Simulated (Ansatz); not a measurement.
Total energies of CHF2NOSn, SMILES `O=C=[N][SnH]([F])[F]`.

| atom | x (Å) | y (Å) | z (Å) |
| --- | --- | --- | --- |
| O1 | 1.443 | -1.407 | 2.227 |
| C2 | 0.626 | -1.065 | 1.477 |
| N3 | -0.279 | -0.765 | 0.736 |
| Sn4 | -0.520 | 0.487 | -0.780 |
| F5 | -0.032 | 2.210 | -0.151 |
| F6 | 0.822 | 0.068 | -2.055 |
| H7 | -2.059 | 0.472 | -1.454 |

Total charge 0; spin multiplicity 1. Correlated methods include outer-core shells of Sn, which these sets cover unevenly. Sn takes the def2 core potential. The structure was optimised at the PBE0-D4/def2-TZVP level. It is one conformer, not always the lowest. Basis def2-TZVPP, Ansatz.

RPA on PBE orbitals: Hartree–Fock energy of these orbitals -580.15110 Eh, correlation -2.02934 Eh (frozen core).

```
             functional  energy without D4 (Eh)  D4 term (kJ/mol)
                    PBE              -582.54703             -15.5
                 revPBE              -582.84818             -42.8
                   BLYP              -582.82863             -33.4
                 r2SCAN              -582.83568              -3.7
                 B97M-V              -582.82249                 –
                   PBE0              -582.54375             -13.2
                  B3LYP              -582.98787             -25.1
HSE06 (plane-wave form)              -582.52662             -12.4
                  BHLYP              -582.67984             -20.4
              CAM-B3LYP              -582.79348             -13.5
                LC-ωPBE              -582.73156                 –
                ωB97M-V              -582.78031                 –
                 B2PLYP              -582.49241                 –
               PBE-QIDH              -582.29849                 –
```

Give the same for LDA (SPW92), r2SCANh, r2SCAN0, ωB97X-V. (An estimate is asked.)

Computed: 
```tsv
functional	energy without D4 (Eh)	D4 term (kJ/mol)
LDA (SPW92)	-580.00172	–
r2SCANh	-582.79872	-4.0
r2SCAN0	-582.74541	-4.5
ωB97X-V	-582.77629	–
```

B3LYP takes the VWN-RPA correlation (the form of Gaussian; ORCA's B3LYP/G). HSE06 is the plane-wave form, built on full-range PBE exchange. The double hybrids freeze the cores in their second-order part.

LC-ωPBE has ω = 0.4 bohr⁻¹.
